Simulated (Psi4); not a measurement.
Pair of molecules, SMILES Cl with SMILES C#N, pulled apart as rigid monomers along the line of their centres of mass from the B3LYP-D3(BJ)/def2-TZVP minimum (SMILES order as in the coordinates).
Starting geometry (charge 0, multiplicity 1):
```xyz
5

Cl    -0.34072    -1.53255    -0.63115
H     -0.27153    -0.80216     0.43500
C     -0.10279     0.99552     3.05019
N     -0.16311     0.34697     2.10989
H     -0.04639     1.60010     3.92789
```

Computed with SAPT0/jun-cc-pV(D+d)Z in Psi4.

| H2···N4 (Å) | electrostatics (kcal/mol) | exchange (kcal/mol) | induction (kcal/mol) | dispersion (kcal/mol) | total |
|---|---|---|---|---|---|
| 1.83 | -10.98 | 15.34 | [?] | -3.04 | -4.06 |
| 2.03 | -7.55 | 7.59 | -2.81 | -1.97 | -4.73 |
| 2.34 | [?] | 2.58 | -1.13 | -1.08 | -4.41 |
| 2.85 | -2.72 | 0.41 | -0.31 | -0.44 | -3.05 |
| 3.66 | -1.42 | 0.02 | -0.07 | -0.13 | -1.60 |

Q: Fill in the missing entries.

A: 
- 1.83, induction (kcal/mol): -5.38
- 2.34, electrostatics (kcal/mol): -4.78
